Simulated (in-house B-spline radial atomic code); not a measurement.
Configurations of Er IV (Er3+), with energies counted from [Xe] 4f11. Method: scalar-relativistic (X2C) B3LYP, spin-polarised, spherical fractional occupations, exact exchange averaged over the configuration, Fermi nucleus of rms radius 5.2516 fm. Calculated with an all-electron radial atomic-structure program (B-spline basis). Shells without spins written out take the highest spin.

Occupations are held fixed; configurations that lie above the ionisation limit could autoionise.

| configuration | E - E(ref) (eV) | highest orbital | its <r> (bohr) |
| --- | --- | --- | --- |
| [Xe] 4f10 6s1 | 12.996 | 6s up | 2.856 |
| [Kr] 4d10 4f12 5s2 5p5 | 22.634 | 4f down | 0.7968 |
| [Kr] 4d10 4f11 5s2 5p5 6f1 | 52.416 | 6f up | 7.297 |
| [Kr] 4d9 4f11 5s2 5p6 5d1 | 175.82 | 5d up | 1.984 |
| [Kr] 4d9 4f11 5s2 5p6 6p1 | 184.85 | 6p up | 3.357 |
| [Kr] 4d9 4f11 5s2 5p6 6d1 | 192.72 | 6d up | 4.545 |

Order these further configurations by energy, lowest first.
A. [Kr] 4d10 4f11 5s2 5p5 5d1
B. [Xe] 4f10 6f1
C. [Kr] 4d10 4f11 5s2 5p5 6d1
D. [Kr] 4d9 4f12 5s2 5p6
E. [Kr] 4d9 4f11 5s2 5p6 6s1

A (29.309 eV), B (33.714 eV), C (45.933 eV), D (164.75 eV), E (178.53 eV).

How far above the reference does [Xe] 4f10 6d1 lie?

27.165 eV; its least bound orbital is 6d up with <r> = 4.551 bohr.
